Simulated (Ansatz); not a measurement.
Isolated molecules relaxed with PBE0-D4/def2-TZVP in Ansatz; ΔE leaves out vibrations. CCSD(T)/CBS is the MP2 limit (def2-TZVPP, def2-QZVPP) plus CCSD(T) − MP2 in def2-TZVPP, frozen cores. This one scheme is used for every species. One conformer a species, not always the lowest.

Reaction (hydrogenolysis of the Si–S bond): `C[Si](O)(S)Cl` + H₂ → `C[SiH](O)Cl` + H₂S

```tsv
level	ΔE (eV)
SCS-MP2/def2-QZVPP	0.52
CCSD/CBS(def2)	0.47
```

Q: What does CCSD(T)/CBS give? (Estimate.)

A: The calculation gave: +0.53 eV. The listed levels differ from it by -0.01, -0.06 eV.

Largest T1 diagnostic among the species: 0.010.

In def2-TZVPP, CCSD(T) changes the Hartree–Fock value by +0.25 eV (the triples alone add +0.06 eV) and MP2 by +0.36 eV. The D4 term adds +0.15 eV with B3LYP and +0.08 eV with PBE0; it sums over pairs of atoms, weighted by their polarisabilities, and B3LYP, whose exchange is more repulsive, gets the larger term.

B3LYP here is the variant with VWN-RPA as its local correlation; programs differ in this.
